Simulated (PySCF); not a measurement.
# A single-point calculation

[ReOF6]− (singlet). PySCF 2.14.0, RKS CAM-B3LYP, Re def2-SVP with ECP60, O def2-SVP, F def2-SVP; non-relativistic Hamiltonian with scalar-relativistic core potentials where named; density fitting; no spin-orbit coupling. Purpose: singlet excitations, Tamm-Dancoff CAM-B3LYP.

```python
mol = gto.M(atom='''
Re    -0.00000     0.00000     0.10044
O     -0.00000     0.00000     1.81716
F      0.00000    -0.00000    -1.82598
F      1.92070     0.00002    -0.01910
F      0.59351     1.82670    -0.01910
F     -1.55389     1.12895    -0.01910
F     -1.55387    -1.12897    -0.01910
F      0.59354    -1.82669    -0.01910''',
    basis={'Re': 'def2-SVP', 'O': 'def2-SVP', 'F': 'def2-SVP'},
    ecp={'Re': 'def2-SVP'},
    charge=-1, spin=0)
mf = dft.RKS(mol, xc='CAMB3LYP')
mf.grids.atom_grid = (50, 194)
mf = mf.density_fit()  # fitting sets: Re def2-universal-JKFIT, O def2-universal-JKFIT, F def2-universal-JKFIT
mf.conv_tol = 1e-08; mf.max_cycle = 55
mf.kernel(dm0)  # dm0: converged density of the relaxed state
td = mf.TDA(); td.nstates = 8; td.kernel()
```

Run from Python with OMP_NUM_THREADS=4; the lines above give its settings. Where DIIS fails, smearing, a level shift and second-order steps follow.
It took 50 s on 4 threads of Arm Neoverse V1 (shared host), from an already converged density.

(1) Where do the frontier levels lie, over both spins?

(2) What are the Mulliken charges and spins?

(3) Which singlet excitations follow (Tamm-Dancoff, 8 states)?

The geometry was relaxed with TPSS (Re def2-SVP with ECP60, O def2-SVP, F def2-SVP).

Answers

(1) HOMO -6.64 eV, LUMO 1.48 eV. 

(2) 
```
atom  charge (e)  spin (e)
 Re1       1.443     0.000
  O2      -0.310     0.000
  F3      -0.390     0.000
  F4      -0.349     0.000
  F5      -0.349     0.000
  F6      -0.349     0.000
  F7      -0.349     0.000
  F8      -0.349     0.000
```

(3) 
```csv
state,eV,oscillator strength
1,4.11,0.0001
2,4.11,0.0001
3,4.31,0.0000
4,4.62,0.0000
5,4.62,0.0000
6,4.91,0.0000
7,4.98,0.0000
8,4.98,0.0000
```
For an anion in a basis without diffuse functions, states above the detachment energy aren't bound: they are resonances at best, or continuum confined by the basis.
